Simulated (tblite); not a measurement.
Start geometry of `CC[Si@@H](SC)S[SiH2]N` from a force field or distance geometry (Å):
```
atom  x, y, z in Å
C1    -2.4273   -1.7350    0.5038
C2    -2.0570   -0.2944    0.1714
Si3   -0.2849   -0.1338   -0.3708
S4     0.3049    1.9058   -0.6937
C5    -1.0499    2.9376   -0.0475
S6     1.1013   -1.0398    0.9825
Si7    2.8940   -1.3402   -0.1892
N8     3.9662    0.0842   -0.1217
H9    -1.6704   -2.4253    0.0670
H10   -3.4374   -1.9082    0.0449
H11   -2.5253   -1.8426    1.6030
H12   -2.6964    0.0015   -0.6841
H13   -2.2746    0.3765    1.0433
H14   -0.1191   -0.8564   -1.6578
H15   -1.9293    2.7580   -0.7090
H16   -1.2993    2.6907    1.0122
H17   -0.7038    3.9977   -0.1631
H18    3.5526   -2.5979    0.1790
H19    2.4479   -1.4672   -1.5870
H20    4.7546   -0.0562    0.5341
H21    3.4443    0.9620    0.0822
```

What comes out of this run: GFN2-xTB geometry optimisation, gas phase (tblite)?

```
atom  x, y, z in Å
C1    -2.5803   -1.7554    0.4340
C2    -1.9845   -0.3711    0.6550
Si3   -0.2906   -0.1938   -0.1769
S4     0.5620    1.7616    0.1794
C5    -0.7591    2.8097   -0.4958
S6     0.9951   -1.6924    0.6081
Si7    2.9407   -1.2709   -0.3032
N8     3.6256    0.2459    0.0963
H9    -2.7374   -1.9413   -0.6260
H10   -3.5366   -1.8502    0.9446
H11   -1.9065   -2.5178    0.8160
H12   -2.6711    0.3826    0.2643
H13   -1.8907   -0.1889    1.7279
H14   -0.3863   -0.2996   -1.6344
H15   -0.9880    2.5009   -1.5109
H16   -1.6393    2.7366    0.1347
H17   -0.3840    3.8276   -0.4903
H18    3.7513   -2.3313    0.2612
H19    2.7133   -1.2897   -1.7400
H20    4.0350    0.3691    1.0095
H21    3.1225    1.0854   -0.1540
```

The energy falls by 15.1 kcal/mol over 188 L-BFGS steps, the largest force on an atom goes from 1.53 to 0.009 eV/Å, and the atoms move by 0.781 Å rms after alignment. The bond that changes most is Si7–N8 (SiH2 silicon to silicon-bound nitrogen), which shortens by 0.073 Å. Bonds longer at the end by more than 0.005 Å: 3 of 20; shorter: 15. Among the angles that change most is H18–Si7–H19, from 107.5° to 117.6°. Among the dihedrals that turn most is C2–Si3–S4–C5, from 10° to -57°. Rotational constants go from 1185, 674.2, 466.3 to 1146, 749.2, 480.0 MHz. The orientation of the end geometry is arbitrary; only internal coordinates are fixed.

Hardware: one thread of an Arm Neoverse N1, no GPU, shared host with 48 logical CPUs at a one-minute load of 6.0. Cost: 3.8 s.

Its GFN2-xTB frequencies are all real (lowest 26 cm⁻¹). One conformer, not necessarily the lowest.

The numbers are calculated, not measured.
